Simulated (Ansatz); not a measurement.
## How methods differ on C2H6Cl2Si (SMILES C[Si](C)(Cl)Cl)

C2H6Cl2Si has 11 atoms, charge 0, and is taken as a singlet. As SMILES, `C[Si](C)(Cl)Cl`. The shape was relaxed beforehand at B3LYP/def2-SVP.

```xyz
11

C    -1.4865    0.2621    0.5745
Si    0.0501    0.4064   -0.4770
C     1.4251   -0.7598    0.0098
Cl   -0.4657    0.0353   -2.4650
Cl    0.7617    2.3644   -0.3517
H    -1.2524    0.4785    1.6294
H    -2.2566    0.9730    0.2381
H    -1.9029   -0.7562    0.5093
H     1.7392   -0.5715    1.0492
H     2.2993   -0.6260   -0.6455
H     1.0886   -1.8062   -0.0709
```

Each level gives the dissociation energy of the Cl4–Si2 bond into doublet Cl and doublet C2H6ClSi (shapes relaxed at B3LYP/def2-SVP, no zero-point term) (eV). The values are calculated.

```tsv
level	kind	program	value (eV)	less CCSD(T)/def2-SVP	CPU time (all runs)
HF/def2-SVP	Hartree–Fock	Ansatz	3.79	-0.87	2 s
PBE/def2-SVP	GGA	Ansatz	4.87	+0.21	3.9 s
r2SCAN/def2-SVP	meta-GGA	Ansatz	4.89	+0.23	7.7 s
B3LYP/def2-SVP	global hybrid	Ansatz	4.69	+0.03	5.1 s
wB97M-V/def2-SVP	range-separated hybrid	Ansatz	5.16	+0.50	18 s
MP2/def2-SVP	perturbation theory	Ansatz	4.84	+0.18	2.5 s
CCSD(T)/def2-SVP	coupled cluster or CI	Ansatz	4.66	0.00	24 s
```

Differences are taken from CCSD(T)/def2-SVP for orientation; it has basis-set and higher-order errors of its own. The values span 3.79 to 5.16 eV. Hartree–Fock misses the correlation of the electron pair that is broken and comes out low. Measured bond enthalpies also hold zero-point and thermal terms, a few tenths of an eV less. CPU times are rough (shared hosts, several kinds of processor): they show what a rung costs within a factor of a few.
